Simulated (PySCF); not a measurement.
## Electron correlation in Te⁺ (tellurium, charge +1)

[Kr] 4d10 5s2 5p3, high-spin 4S determinant. Calculation: PySCF 2.14, in dyall-av2z (22s16p12d, 130 functions); the non-relativistic Hamiltonian (point nucleus). Frozen: [Kr] 4d10; 5 electrons correlated; the 62 highest virtual orbitals of each spin left out.

| level | correlation energy (mhartree) |
| --- | --- |
| CCSD | -67.34 |
| (T) | -1.01 |
| CCSD(T) | -68.35 |

Diagnostics: T1 = 0.0019, D1 = 0.0050, largest double amplitude 0.053.

A non-relativistic calculation at this Z misses sizeable relativistic shifts.

Cost of the coupled-cluster step: about 8 core-seconds, for 5 correlated electrons.
